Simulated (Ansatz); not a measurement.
Gas-phase reaction in SMILES: FCF [difluoromethane] -> [CH2]F + F atom (the C-F bond at the site shown breaks; other sites are not compared here)
Each molecule is optimised on its own at B3LYP-D3(BJ)/def2-TZVP (Ansatz, a first-principles code).

Wanted: bond dissociation energy (electronic energy difference), in kcal/mol. Valence correlation only, unless marked. Open shells are spin-unrestricted. No spin-orbit coupling. Non-relativistic. CBS(X,Y): correlation extrapolated as X^-3; Hartree-Fock from the larger set.

| level | program | bond dissociation energy (kcal/mol) |
|---|---|---|
| PBE-D4/def2-TZVPD | Ansatz + dftd4 | 126.0 |
| revPBE/def2-TZVPD | Ansatz | 118.6 |

### Question
What does CCSD(T)/CBS(cc-pVTZ,cc-pVQZ) (Ansatz) give?

### Answer
124.0 kcal/mol, so revPBE/def2-TZVPD differs from it by -5.4 kcal/mol.
